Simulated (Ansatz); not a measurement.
Isomers of C4H4N2, B3LYP-D3(BJ)/def2-TZVP minima from an xTB search, which can miss the lowest.
Isomer 1, SMILES c1cncnc1 (charge 0, multiplicity 1, Z-matrix in Å and degrees):
```
C
H 1 1.0812
C 1 1.3872 2 121.69
N 3 1.3327 1 122.14 2 180.00
C 4 1.3317 3 116.11 1 0.00
N 5 1.3317 4 126.86 3 0.01
C 6 1.3327 5 116.11 4 -0.01
H 5 1.0847 4 116.57 3 179.98
H 3 1.0850 4 116.65 5 179.99
H 7 1.0850 6 116.65 5 -179.99
```
Isomer 2, SMILES c1cnccn1 (charge 0, multiplicity 1, Z-matrix in Å and degrees):
```
C
N 1 1.3312
C 2 1.3312 1 116.23
H 3 1.0844 2 117.23 1 -180.00
H 1 1.0844 2 117.23 3 -180.00
C 3 1.3911 4 120.88 2 -180.00
N 6 1.3312 3 121.89 4 180.00
C 7 1.3312 6 116.23 3 0.00
H 6 1.0844 7 117.23 8 180.00
H 8 1.0844 7 117.23 6 180.00
```

Cores are frozen in the correlated methods. MP2 and its Hartree–Fock in cc-pVQZ are density fitted.

Codes used: Ansatz (Gaussian basis) for Hartree–Fock, density functionals and correlated methods. Values without a source in brackets are computed.

The energy of isomer 2 above isomer 1 is E(isomer 2) − E(isomer 1). Total energies (hartree):

```json
[
 {"level": "HF/cc-pVTZ", "isomer 2": "-262.7691224", "isomer 1": "-262.7798468"},
 {"level": "MP2/cc-pVTZ", "isomer 2": "-263.7873482", "isomer 1": "-263.7932764"},
 {"level": "HF/cc-pVQZ", "isomer 2": "-262.7862008", "isomer 1": "-262.7969621"},
 {"level": "MP2/cc-pVQZ", "isomer 2": "-263.8701018", "isomer 1": "-263.8759265"},
 {"level": "CCSD(T)/cc-pVTZ", "isomer 2": "-263.8541482", "isomer 1": "-263.8616068"}
]
```

Task: Work out the energy of isomer 2 above isomer 1 at the basis-set limit: extrapolate the MP2 correlation part as X⁻³, take Hartree–Fock from the larger set, and add the CCSD(T) − MP2 difference of cc-pVTZ.

Result: 
1. Differences (1 hartree = 627.509 kcal/mol): HF/cc-pVTZ 6.730; MP2/cc-pVTZ 3.720; HF/cc-pVQZ 6.753; MP2/cc-pVQZ 3.655; CCSD(T)/cc-pVTZ 4.680.
2. Correlation parts, MP2 less HF: -3.010 in cc-pVTZ (X = 3), -3.098 in cc-pVQZ (X = 4).
3. Limit (4³·(-3.098) − 3³·(-3.010))/(4³ − 3³) = -3.162; with HF/cc-pVQZ it gives 3.591.
4. CCSD(T) less MP2 in cc-pVTZ: 0.960.
Result: 4.55 kcal/mol, against 3.72 at MP2/cc-pVTZ. It is an estimate of this method's limit, not of the exact value.

Ansatz is an electronic-structure program.
